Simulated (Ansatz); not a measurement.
CrCl5OH⁴⁻ (relaxed from a model of [Cr(OH)Cl5]4-, whose bonding it doesn't keep). Total charge -4; triplet. Geometry PBE-D4/def2-SVPD; atoms count from 1.

```xyz
8

Cr    1.552   -0.109   -3.667
O     1.188    0.329   -1.874
H     0.209    0.311   -1.854
Cl    1.918   -0.175   -6.082
Cl   -2.623  -37.365   11.583
Cl   -5.243   37.600    8.990
Cl    3.909   -0.323   -3.164
Cl   -0.909   -0.268   -3.931
```

A multiply charged anion in the gas phase is held together partly by the finite basis. The charge -4 triplet is spin-contaminated (final ⟨S²⟩ up to 2.99, 2.00 for a pure state). The highest occupied level of the charge -4 triplet lies above zero (up to 3.77 eV). The electron is either unbound and held by the finite basis, or the level is raised by self-interaction error. In the triplet geometry the species has come apart into loosely held pieces.

Estimate the Mulliken populations from the PBE0/def2-TZVPD orbitals of Ansatz.


```tsv
atom	charge (e)	spin (α − β)	d electrons
Cr1	0.49	1.98	4.55
O2	-0.82	0.02	–
H3	0.28	0.00	–
Cl4	-0.58	0.01	–
Cl5	-1.00	0.00	–
Cl6	-1.00	0.00	–
Cl7	-0.65	-0.01	–
Cl8	-0.72	-0.01	–
```
Mulliken values depend strongly on the basis. With diffuse functions, as here, like atoms can get unlike values, and bond orders can come out too low or too high.

Where does the spin sit?

Summed by element: Cr 1.98, O 0.02, H 0.00, Cl -0.01, of 2 unpaired in all. Largest on single atoms: Cr1 1.98, O2 0.02, Cl8 -0.01.

And the Mayer bond orders between heavy atoms (over 0.3)?

Cr1–O2 0.39 (1.88 Å); Cr1–Cl4 0.58 (2.44 Å); Cr1–Cl7 0.67 (2.42 Å); Cr1–Cl8 0.54 (2.48 Å).
